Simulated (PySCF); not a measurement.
# A small calculation by hand: oscillator strength and radiative lifetime

B(H)(F)(Me) (CH4BF), SMILES CBF.

Geometry optimised at PBE0-D3(BJ)/def2-TZVP.

TDA-PBE0/def2-SVPD run with PySCF 2.14.0 puts the first singlet state with f over 0.02 at 8.92 eV (vertical), with the transition dipole (0.132, -0.149, -0.249) in atomic units.

Find the oscillator strength, the wavelength and the radiative lifetime that this transition would have in vacuum if emission retraced absorption.


|μ|² = 0.1016 au, so |μ| = 0.81 D. ΔE = 8.92/27.211 = 0.3278 hartree. f = (2/3) ΔE |μ|² = 0.022 (the program prints 0.022).
λ = 1239.84/8.92 = 139 nm; ν = 71945 cm⁻¹.
Einstein's coefficient A = 0.6670 ν² f s⁻¹ (ν in cm⁻¹) = 7.7e7 s⁻¹, so τ = 1/A = 13 ns. This state is S3; the lower singlets have f = 0.002, 0.006. The figure is the radiative limit of this one transition; relaxation, internal conversion, crossing to triplets and a medium change what is measured.
